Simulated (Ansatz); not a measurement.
Species: HBr, charge 0, singlet. HBr (bromane, SMILES Br).
B3LYP-D3(BJ)/def2-TZVP minimum from Ansatz (a quantum-chemistry and plane-wave program):
```
Br
H 1 1.4248
```

Hartree-Fock and CCSD(T) correlation energies in hartree (Ansatz). Open shells are spin-unrestricted; no spin-orbit coupling. Cores are frozen in correlated methods (noble-gas shells, and filled d and f shells in the p block). No relativity. Spin-orbit terms, left out, reach several kcal/mol for Br and I, and more for heavier atoms.

```csv
basis,X,E(HF),"E(corr, CCSD(T))"
cc-pVTZ,3,-2573.04826,-0.19901
cc-pVQZ,4,-2573.05155,-0.21788
cc-pV5Z,5,-2573.05194,withheld
```

**Question.** Fit E(corr) = E∞ + A/X³ to X = 3 and 4, predict X = 5, and compare with the run.

**Answer.** A = (-0.19901 - (-0.21788))/(1/27 - 1/64) = 0.8813; E∞ = -0.21788 - A/64 = -0.23165; at X = 5, E∞ + A/125 = -0.22460. The run gave -0.22410, 0.50 mEh above the prediction. The same form on X = 4 and 5 gives E∞ = -0.23063, 1.02 mEh above the first estimate.
